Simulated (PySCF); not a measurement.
C5H8N2P (charge +1).
SMILES: `N[PH2+]C1=CC=CN=C1`

The calculation used TDDFT CAM-B3LYP/def2-SVPD, vertical, gas phase, core orbitals frozen in the response in PySCF. The structure is a single GFN2-xTB conformer in the gas phase; no vibrational or solvent corrections. GFN2-xTB frequencies show an imaginary mode (60i cm⁻¹), so this geometry is no minimum at that level. Torsions of this conformer, `[NH2:1][PH2+:2][c:3]1[cH:4][cH:5][cH:6][n:7][cH:8]1`: N1–P2–C3–C4 149°, H–N1–P2–C3 36°, H–N1–P2–C3 180°.

**Question.** List the vertical singlet excitations with oscillator strengths and describe the spectrum.

**Answer.** 

```
state  E (eV)  E (hartree)       f  |μ| (D)   main configurations (H = HOMO, L = LUMO)
   S1    4.48       0.1648  0.0007     0.20                                  H→L (93%)
   S2    4.86       0.1785  0.0034     0.43                   H→L+1 (72%), H→L+2 (21%)
   S3    5.54       0.2034   0.055     1.62    H-1→L (52%), H-1→L+1 (19%), H-2→L (12%)
   S4    6.12       0.2249   0.080     1.85    H-1→L+1 (35%), H-1→L (33%), H-2→L (24%)
   S5    6.72       0.2469  0.0082     0.57     H→L+2 (50%), H→L+1 (18%), H-1→L+2 (9%)
   S6    6.77       0.2488   0.035     1.16  H-1→L+2 (31%), H-1→L+1 (24%), H→L+2 (15%)
   S7    6.98       0.2566   0.270     3.19  H-2→L (25%), H-1→L+2 (16%), H-2→L+1 (12%)
   S8    7.16       0.2632   0.109     2.01  H-3→L+1 (25%), H-3→L (22%), H-3→L+2 (18%)
```

Triplets, Tamm–Dancoff:

```csv
state,E (eV),λ (nm),"main configurations (H = HOMO, L = LUMO)"
T1,4.08,304.1,"H→L (42%), H→L+1 (41%)"
T2,4.14,299.3,"H-1→L (63%), H-1→L+2 (10%), H-2→L (9%)"
T3,4.45,278.7,"H→L (51%), H→L+1 (26%), H→L+2 (19%)"
```

The lowest singlet lies at 4.48 eV (276 nm, ultraviolet) and is very weak; its leading configuration is HOMO→LUMO (93%). The strongest level in the table is S7 at 6.98 eV (178 nm, f = 0.270). Löwdin shares by element: HOMO nitrogen 60% or more, carbon 26% or more; LUMO carbon 49% or more, phosphorus 13% (atoms not listed hold the other 37%). The listed states span 2.68 eV, and the widest gap between neighbours is 0.68 eV (S2 to S3). Of the 8 states listed, 5 reach f = 0.01 and none stays under 0.0005. Orbital energies (eV): HOMO-3 -15.13, HOMO-2 -14.21, HOMO-1 -13.43, HOMO -12.97, LUMO -4.67, LUMO+1 -4.22, LUMO+2 -3.76. Singlets were solved by full linear response, triplets in the Tamm–Dancoff approximation.
